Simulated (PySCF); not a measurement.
**Radial density of Ne²⁺ (neon, charge +2)**

UHF, [He] 2s2 2p4, high-spin 3P determinant. All numbers are calculated (PySCF 2.14, the spin-free X2C one-electron Hamiltonian (Gaussian nucleus), in jorge-DZP-DKH).

```json
{"r (bohr)": "0.00228", "4πr²ρ (e/bohr)": "0.04132", "4πr²(ρα − ρβ)": "0.0000"}
{"r (bohr)": "0.00384", "4πr²ρ (e/bohr)": "0.1141", "4πr²(ρα − ρβ)": "0.0000"}
{"r (bohr)": "0.00645", "4πr²ρ (e/bohr)": "0.3044", "4πr²(ρα − ρβ)": "0.0001"}
{"r (bohr)": "0.0109", "4πr²ρ (e/bohr)": "0.7706", "4πr²(ρα − ρβ)": "0.0002"}
{"r (bohr)": "0.0183", "4πr²ρ (e/bohr)": "1.859", "4πr²(ρα − ρβ)": "0.0006"}
{"r (bohr)": "0.0307", "4πr²ρ (e/bohr)": "4.067", "4πr²(ρα − ρβ)": "0.0023"}
{"r (bohr)": "0.0516", "4πr²ρ (e/bohr)": "7.565", "4πr²(ρα − ρβ)": "0.0110"}
{"r (bohr)": "0.0869", "4πr²ρ (e/bohr)": "10.67", "4πr²(ρα − ρβ)": "0.0574"}
{"r (bohr)": "0.146", "4πr²ρ (e/bohr)": "9.716", "4πr²(ρα − ρβ)": "0.2591"}
{"r (bohr)": "0.246", "4πr²ρ (e/bohr)": "5.505", "4πr²(ρα − ρβ)": "0.8728"}
{"r (bohr)": "0.413", "4πr²ρ (e/bohr)": "5.658", "4πr²(ρα − ρβ)": "1.9912"}
{"r (bohr)": "0.695", "4πr²ρ (e/bohr)": "6.992", "4πr²(ρα − ρβ)": "2.2832"}
{"r (bohr)": "1.17", "4πr²ρ (e/bohr)": "2.920", "4πr²(ρα − ρβ)": "0.9138"}
{"r (bohr)": "1.97", "4πr²ρ (e/bohr)": "0.2491", "4πr²(ρα − ρβ)": "0.0537"}
{"r (bohr)": "3.31", "4πr²ρ (e/bohr)": "0.003871", "4πr²(ρα − ρβ)": "0.0011"}
```

Densities and radii are taken from the X2C orbitals without a picture-change correction, which distorts them close to the nucleus.
